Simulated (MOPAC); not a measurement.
MOPAC input (PM7):

```
PM7 1SCF CHARGE=-1 GEO-OK AUX(PRECISION=9) THREADS=1
H3OSn

Sn   -0.26689000 1    0.12455400 1   -0.09800200 1
O     1.62770100 1   -0.57396200 1    0.51432400 1
H    -1.13628800 1   -0.36346600 1    1.42131000 1
H    -0.76682600 1   -1.41584900 1   -0.92234900 1
H     2.22600100 1    0.14331100 1    0.28656200 1
```

From the output:

```
                                                       MOPAC v23.2.5 Linux

          FINAL HEAT OF FORMATION =        -19.15109 KCAL/MOL =     -80.12818 KJ/MOL

          COSMO AREA              =         94.73 SQUARE ANGSTROMS
          COSMO VOLUME            =         82.03 CUBIC ANGSTROMS

          IONIZATION POTENTIAL    =          2.584248 EV
          HOMO LUMO ENERGIES (EV) =         -2.584 10.230
          NO. OF FILLED LEVELS    =          7
          MOLECULAR WEIGHT        =        137.7131         POINT GROUP:  Cs

          MOLECULAR DIMENSIONS (Angstroms)

            Atom       Atom       Distance
            H     5    H     3     3.58461
            H     4    H     5     2.41945
            O     2   Sn     1     1.38427

          SCF CALCULATIONS        =          1

   ATOM   CHEMICAL          X               Y               Z
  NUMBER   SYMBOL      (ANGSTROMS)     (ANGSTROMS)     (ANGSTROMS)

     1      Sn         -0.26689000  *   0.12455400  *  -0.09800200  *
     2       O          1.62770100  *  -0.57396200  *   0.51432400  *
     3       H         -1.13628800  *  -0.36346600  *   1.42131000  *
     4       H         -0.76682600  *  -1.41584900  *  -0.92234900  *
     5       H          2.22600100  *   0.14331100  *   0.28656200  *

                             CARTESIAN COORDINATES

   1   Sn       -0.266890000     0.124554000    -0.098002000
   2    O        1.627701000    -0.573962000     0.514324000
   3    H       -1.136288000    -0.363466000     1.421310000
   4    H       -0.766826000    -1.415849000    -0.922349000
   5    H        2.226001000     0.143311000     0.286562000

           Empirical Formula: H3 O Sn  =     5 atoms

      MOLECULAR POINT GROUP   :   Cs

                  EIGENVALUES
 -20.18440  -9.25352  -6.59177  -5.69420  -5.67448  -3.90028  -2.58425  10.23003
  11.19357  11.36088  12.51346

              NET ATOMIC CHARGES AND DIPOLE CONTRIBUTIONS

  ATOM NO.   TYPE          CHARGE      No. of ELECS.   s-Pop       p-Pop
    1         Sn           0.493616        3.5064     1.66433     1.84205
    2          O          -1.050348        7.0503     1.84776     5.20259
    3          H          -0.373852        1.3739     1.37385
    4          H          -0.373852        1.3739     1.37385
    5          H           0.304436        0.6956     0.69556
 DIPOLE           X         Y         Z       TOTAL
 POINT-CHG.    -2.357     6.733    -3.395     7.901
 HYBRID         1.275    -4.187     2.081     4.846
 SUM           -1.083     2.546    -1.314     3.063

          ATOMIC ORBITAL ELECTRON POPULATIONS

     Atom    s        px        py        pz
    1 Sn   1.66433   0.32192   0.86949   0.65064
    2  O   1.84776   1.65889   1.60966   1.93403
    3  H   1.37385
    4  H   1.37385
    5  H   0.69556

 **********************
 *                    *
 * JOB ENDED NORMALLY *
 *                    *
 **********************

 == MOPAC DONE ==
```

The dipole moment of an ion depends on the origin.

The geometry given is a B3LYP-D3(BJ)/def2-TZVP minimum.
